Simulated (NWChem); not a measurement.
BH₂OI; SMILES OBI

```xyz
5

B     -0.5953     1.4772     0.0000
H     -1.7713     1.7223     0.0000
I      0.0220    -0.5859     0.0000
O      0.2954     2.4702     0.0000
H      1.2176     2.1851     0.0000
```
Atoms are numbered in this order, from 1.

The geometry was optimised at PBE0/def2-SVP. Not confirmed as a minimum by frequencies. def2 effective core potentials on I; no spin-orbit coupling.

Symmetry labels are those of Cs in the frame above (b1 and b2, or b-type labels, depend on it).

Question: List the 4 lowest vertical singlet excitations from CAM-B3LYP/def2-SVPD with def2 effective core potentials on I, TDA (NWChem).

Answer: 
```tsv
state	energy (eV)	oscillator strength	symmetry	leading excitation (squared amplitude)
S1	5.59	0.000	a"	HOMO → LUMO (0.99)
S2	6.21	0.069	a'	HOMO−1 → LUMO (0.87)
S3	6.56	0.012	a'	HOMO → LUMO+2 (0.81)
S4	6.59	0.000	a"	HOMO−2 → LUMO (0.72)
```
